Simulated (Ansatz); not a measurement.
Reaction (formal exchange of groups at the Si–N bond): `CN[SiH](C)S` + `NCCN` → `C[SiH](N)S` + `CNCCN`

Calculated with Ansatz (gas phase, PBE0-D4/def2-TZVP geometries, no zero-point term in ΔE). CCSD(T)/CBS is the MP2 limit (def2-TZVPP, def2-QZVPP) plus CCSD(T) − MP2 in def2-TZVPP, frozen cores. DFT in def2-TZVPP. B3LYP here is the variant with VWN-RPA as its local correlation; programs differ in this. One conformer a species, not always the lowest.

| level | ΔE (kJ/mol) |
| --- | --- |
| ωB97X-V | -17.1 |
| B3LYP | -17.4 |

Question: What does CCSD(T)/CBS give? (An estimate is asked.)

Answer: Computed: -16.6 kJ/mol. The listed levels differ from it by -0.5, -0.8 kJ/mol.

Largest T1 diagnostic among the species: 0.010.
